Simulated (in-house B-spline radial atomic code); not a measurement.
## Ionising Cl with different functionals

Computed with a radial B-spline atomic code at the basis-set limit: scalar-relativistic (spin-free X2C) Hamiltonian, Fermi nucleus of rms radius 3.3654 fm, spin-polarised at highest spin, spherical fractional occupations for the functionals, the average over the highest-spin determinants for Hartree-Fock. The ionisation energy is the difference of two self-consistent energies, [Ne] 3s2 3p5 → [Ne] 3s2 3p4, without Breit or QED terms; ε is the level of the shell that loses the electron (its least bound occupied spin orbital).

Hybrids are left out here: with spherical fractional occupations of an open shell their exact exchange keeps a self-interaction that integer-occupation calculations don't have.

| method | rung | ΔSCF (eV) | -ε(3p) (eV) |
| --- | --- | --- | --- |
| Hartree-Fock | Hartree-Fock | 11.76 | 12.86 |
| LDA VWN5 | LDA | 13.23 | 8.27 |
| LDA PW92 | LDA | 13.24 | 8.28 |
| LDA exchange-only | LDA | ? | ? |
| PBE | GGA | 13.05 | 8.12 |
| PBEsol | GGA | 13.02 | 8.09 |
| BLYP | GGA | 12.95 | 8.00 |
| RPBE | GGA | 13.01 | 8.09 |
| PW91 | GGA | 13.11 | 8.17 |
| BP86 | GGA | 13.17 | 8.23 |
| AM05 | GGA | 13.01 | 8.07 |
| OLYP | GGA | 12.92 | 8.00 |
| TPSS | meta-GGA | 13.06 | 8.16 |
| SCAN | meta-GGA | 13.12 | 8.30 |
| r2SCAN | meta-GGA | 13.10 | 8.29 |
| revTPSS | meta-GGA | ? | ? |

Problem. What does revTPSS give?

Solution. ΔSCF 13.04 eV, and -ε(3p) = 8.15 eV.

Problem. What does LDA exchange-only give?

Solution. ΔSCF 11.70 eV, and -ε(3p) = 6.90 eV.

Problem. How do they compare with the NIST value?

Solution. NIST lists 12.968 eV (measured, ground level to ground level). Errors run from -1.27 to +0.27 eV; BLYP is closest (-0.02 eV), but part of that can be cancellation, since the calculations leave out spin-orbit coupling, Breit-QED terms, multiplet and fine-structure energies. Hartree-Fock also lacks correlation.
